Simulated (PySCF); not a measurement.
Isomers of C8H8FP.

All values: PBE0/pcSseg-1 (PySCF) at GFN2-xTB geometries, gas phase, one conformer each.

Task: Rank by the highest Hirshfeld charge on any atom, lowest value first.
A. `[F:1][c:2]1[cH:3][cH:4][cH:5][cH:6][c:7]1[P:8]1[CH2:9][CH2:10]1` with C6–C7–P8–C9 -114°
B. `[CH3:1][c:2]1[cH:3][cH:4][cH:5][c:6](/[P:7]=[CH:8]\[F:9])[cH:10]1` with C5–C6–P7–C8 126°
C. `[CH2:1]=[CH:2][PH:3][c:4]1[cH:5][cH:6][cH:7][c:8]([F:9])[cH:10]1` with C1–C2–P3–C4 -121°, C2–P3–C4–C5 -74°
D. `[CH3:1]/[CH:2]=[P:3]\[c:4]1[cH:5][cH:6][cH:7][c:8]([F:9])[cH:10]1` with C2–P3–C4–C5 -116°

Result: B (+0.072 e), D (+0.090 e), A (+0.113 e), C (+0.126 e).

Task: Rank by dipole moment, highest first.
A. `[CH3:1]/[CH:2]=[P:3]\[c:4]1[cH:5][cH:6][c:7]([F:8])[cH:9][cH:10]1` with C2–P3–C4–C5 -69°
B. `[F:1][c:2]1[cH:3][cH:4][cH:5][c:6]([CH:7]2[CH2:8][CH2:9]2)[p:10]1` with C5–C6–C7–C8 -145°
C. `[CH3:1][c:2]1[cH:3][cH:4][cH:5][cH:6][c:7]1/[P:8]=[CH:9]/[F:10]` with C6–C7–P8–C9 51°
D. `[F:1][c:2]1[cH:3][cH:4][cH:5][cH:6][c:7]1[P:8]1[CH2:9][CH2:10]1` with C6–C7–P8–C9 -114°
E. `[CH2:1]=[CH:2][c:3]1[cH:4][cH:5][c:6]([CH3:7])[c:8]([F:9])[p:10]1` with C1–C2–C3–C4 180°
F. `[CH3:1][c:2]1[cH:3][cH:4][cH:5][c:6](/[P:7]=[CH:8]\[F:9])[cH:10]1` with C5–C6–P7–C8 126°

Result: B (2.90 D), E (2.59 D), C (2.39 D), D (2.15 D), A (1.71 D), F (0.93 D).

Task: Rank by the lowest IAO charge on any atom, lowest value first.
A. `[F:1][c:2]1[cH:3][cH:4][cH:5][c:6]([CH:7]2[CH2:8][CH2:9]2)[p:10]1` with C5–C6–C7–C8 -145°
B. `[CH2:1]=[CH:2][PH:3][c:4]1[cH:5][cH:6][cH:7][c:8]([F:9])[cH:10]1` with C1–C2–P3–C4 -121°, C2–P3–C4–C5 -74°
C. `[CH2:1]=[CH:2][c:3]1[cH:4][cH:5][c:6]([CH3:7])[c:8]([F:9])[p:10]1` with C1–C2–C3–C4 180°

Result: C (-0.427 e), B (-0.326 e), A (-0.284 e).

All values together:

```csv
SMILES,μ (D),HOMO (eV),LUMO (eV),lowest IAO charge (e),highest IAO charge (e),lowest Hirshfeld charge (e),highest Hirshfeld charge (e)
C/C=P\c1cccc(F)c1,1.70,-7.04,-1.57,-0.424 (C),+0.345 (P),-0.119 (C),+0.090 (C)
C=Cc1ccc(C)c(F)p1,2.59,-6.68,-2.04,-0.427 (C),+0.337 (P),-0.117 (C),+0.083 (P)
C=CPc1cccc(F)c1,1.36,-6.80,-0.78,-0.326 (C),+0.396 (P),-0.099 (C),+0.126 (P)
Cc1cccc(/P=C\F)c1,0.93,-6.87,-1.60,-0.426 (C),+0.323 (P),-0.114 (C),+0.072 (P)
Fc1ccccc1P1CC1,2.15,-6.92,-0.76,-0.430 (C),+0.423 (P),-0.122 (C),+0.113 (P)
Cc1ccccc1/P=C/F,2.39,-6.88,-1.68,-0.430 (C),+0.329 (P),-0.121 (C),+0.088 (P)
Fc1cccc(C2CC2)p1,2.90,-6.96,-1.66,-0.284 (C),+0.299 (P),-0.091 (F),+0.081 (P)
C/C=P\c1ccc(F)cc1,1.71,-6.91,-1.51,-0.424 (C),+0.341 (P),-0.120 (C),+0.091 (C)
```

Conformers: `[CH3:1]/[CH:2]=[P:3]\[c:4]1[cH:5][cH:6][cH:7][c:8]([F:9])[cH:10]1` with C2–P3–C4–C5 -116°; `[CH2:1]=[CH:2][c:3]1[cH:4][cH:5][c:6]([CH3:7])[c:8]([F:9])[p:10]1` with C1–C2–C3–C4 180°; `[CH2:1]=[CH:2][PH:3][c:4]1[cH:5][cH:6][cH:7][c:8]([F:9])[cH:10]1` with C1–C2–P3–C4 -121°, C2–P3–C4–C5 -74°; `[CH3:1][c:2]1[cH:3][cH:4][cH:5][c:6](/[P:7]=[CH:8]\[F:9])[cH:10]1` with C5–C6–P7–C8 126°; `[F:1][c:2]1[cH:3][cH:4][cH:5][cH:6][c:7]1[P:8]1[CH2:9][CH2:10]1` with C6–C7–P8–C9 -114°; `[CH3:1][c:2]1[cH:3][cH:4][cH:5][cH:6][c:7]1/[P:8]=[CH:9]/[F:10]` with C6–C7–P8–C9 51°; `[F:1][c:2]1[cH:3][cH:4][cH:5][c:6]([CH:7]2[CH2:8][CH2:9]2)[p:10]1` with C5–C6–C7–C8 -145°; `[CH3:1]/[CH:2]=[P:3]\[c:4]1[cH:5][cH:6][c:7]([F:8])[cH:9][cH:10]1` with C2–P3–C4–C5 -69°.
